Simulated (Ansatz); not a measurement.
A CCSD(T) single point on CH7AlOSSi (`C[O][AlH][S][SiH3]`).

```yaml
crystal:
  periodic: [false, false, false]
  atoms:
    - {symbol: C, position_ang: [-1.711014, 0.532140, 0.557881]}
    - {symbol: O, position_ang: [-0.602489, 1.370704, 0.494180]}
    - {symbol: Al, position_ang: [1.021618, 1.617691, 0.217896]}
    - {symbol: S, position_ang: [2.406085, 0.056415, -0.431673]}
    - {symbol: Si, position_ang: [1.082733, -1.596991, -0.690642]}
    - {symbol: H, position_ang: [-2.477405, 0.984301, 1.194806]}
    - {symbol: H, position_ang: [-1.458898, -0.449353, 0.973696]}
    - {symbol: H, position_ang: [-2.142808, 0.379176, -0.436664]}
    - {symbol: H, position_ang: [1.599158, 3.059889, 0.437478]}
    - {symbol: H, position_ang: [-0.062278, -1.248556, -1.570158]}
    - {symbol: H, position_ang: [1.872224, -2.681859, -1.322746]}
    - {symbol: H, position_ang: [0.550076, -2.078757, 0.609847]}
basis:
  gaussian: {orbitals: def2-TZVPP}
correlation: {method: ccsd_t}
```

```sh
$ ansatz run in.yaml --threads 4 --pin off --events-out ev --progress --plain --max-ram 10444MiB
```

Output of Ansatz, abridged:

```
Functional definition: HF
1661 factors; integrals over basis functions are off by at most 1.1e-3 eV
mean field evaluation 1: about -28442.2885 eV, gradient 3.8e1 eV
mean field evaluation 2: about -28442.5841 eV, gradient 3.9e1 eV
mean field evaluation 4: about -28446.1873 eV, gradient 4.3e0 eV
mean field evaluation 8: about -28446.2651 eV, gradient 2.8e-1 eV
mean field -28446.26550119 eV, -1045.3809755974 hartree, gradient 4.2e-6 eV, S^2 0.000000; 0 other end points of the search recorded, 0 dependent functions left out
17 core orbitals not correlated: weight in the atoms' cores, before any rotation towards them, 1.000 or more for the frozen orbitals, at most 0.000 for the correlated occupied ones
reference -28446.26550119 eV, -1045.3809755974 hartree; 15, 15 occupied and 254, 254 virtual orbitals, 1661 factors
second order -21.49614551 eV of doubles, -0.00000000 eV of singles
cycle   1  -22.36372798 eV  change   -8.7e-1 eV  update   1.1e-1
cycle   2  -22.95571562 eV  change   -5.9e-1 eV  update   3.3e-2
cycle   3  -23.08734748 eV  change   -1.3e-1 eV  update   1.7e-2
cycle   4  -23.07680896 eV  change    1.1e-2 eV  update   4.3e-3
cycle   5  -23.07444833 eV  change    2.4e-3 eV  update   2.1e-3
cycle   6  -23.07501604 eV  change   -5.7e-4 eV  update   6.2e-4
cycle   7  -23.07471074 eV  change    3.1e-4 eV  update   2.4e-4
cycle   8  -23.07468659 eV  change    2.4e-5 eV  update   7.2e-5
cycle   9  -23.07472444 eV  change   -3.8e-5 eV  update   2.7e-5
cycle  10  -23.07472142 eV  change    3.0e-6 eV  update   9.8e-6
perturbative correction -0.89714837 eV, -0.0329695946 hartree
Total energy: -28470.23737099 eV, -1046.2619255637 hartree
```

Hardware: 4 threads of an Arm Neoverse V1 on a shared host. Wall time 3.3 min, peak host memory 7.9 GiB.

Correlation energy per correlated electron: -0.799 eV. T1 diagnostic: 0.0121.
